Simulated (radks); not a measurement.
The oxygen anion O-, [He] 2s2 2p5, held by a Watson sphere: a shell of charge +1 at radius R that stands for the Madelung well of a crystal (potential energy -1/R inside, -1/r outside, in hartree with lengths in bohr). Method: scalar-relativistic Kohn-Sham, LDA (Slater exchange, Perdew-Wang correlation), spin-unpolarised, spherical densities, finite nucleus; Fermi nuclear charge, rms radius of each element as measured or else 0.836 A^(1/3) + 0.57 fm; computed with a radial shooting solver on a logarithmic mesh with Libxc functionals. Response by self-consistent Sternheimer equations with the Hartree and adiabatic LDA kernel, the relativistic mass of each level held fixed and spin-orbit coupling left out. The sphere does not respond.

R (bohr)	e(1s) (eV)	e(2s) (eV)	e(2p) (eV)	<r> 2p (bohr)	sum of <r^2> (bohr^2)	X-ray form factor at sin(theta)/lambda = 0.3 1/angstrom	alpha (bohr^3)
1.95	-507.10	-22.579	-8.251	1.381	16.39	4.134	9.921
1.96	-507.09	-22.550	-8.226	1.382	16.42	4.132	9.978
2.03	-507.03	-22.349	-8.055	1.390	16.61	4.123	10.38
2.49	-506.49	-21.175	-7.013	1.435	17.75	4.087	13.27
2.74	-506.16	-20.635	-6.509	1.455	18.28	4.078	14.98
3.1	-505.68	-19.957	-5.860	1.478	18.95	4.072	17.59
3.38	-505.32	-19.498	-5.412	1.493	19.41	4.069	19.72
